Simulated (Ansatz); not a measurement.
Consider the ligand exchange at the Si–C bond: `CB(N)C[SiH3]` + `FC1NCO1` → `FC1OCN1[SiH3]` + `CB(C)N`.

Program: Ansatz. Geometries: PBE0-D4/def2-TZVP. ΔE: electronic, gas phase. CCSD(T)/CBS is the MP2 limit (def2-TZVPP, def2-QZVPP) plus CCSD(T) − MP2 in def2-TZVPP, frozen cores. DFT in def2-TZVPP. One conformer a species, not always the lowest.

Problem. Is it downhill or uphill in electronic energy at CCSD(T)/CBS, and by how much? (Best estimate.)

Solution. Computed: Downhill: ΔE = -9.9 kcal/mol.

Problem. What do these levels give: ωB97X-V, ωB97M-V, PBE, PBE0, SCS-MP2/def2-TZVPP, CCSD/def2-TZVPP? (Estimate.)

Solution. The calculation gave: ωB97X-V -9.8, ωB97M-V -9.6, PBE -8.4, PBE0 -8.6, SCS-MP2/def2-TZVPP -10.8, CCSD/def2-TZVPP -10.0 kcal/mol.

Largest T1 diagnostic among the species: 0.012.

In def2-TZVPP, CCSD(T) changes the Hartree–Fock value by +2.8 kcal/mol (the triples alone add +0.3 kcal/mol) and MP2 by +2.3 kcal/mol.
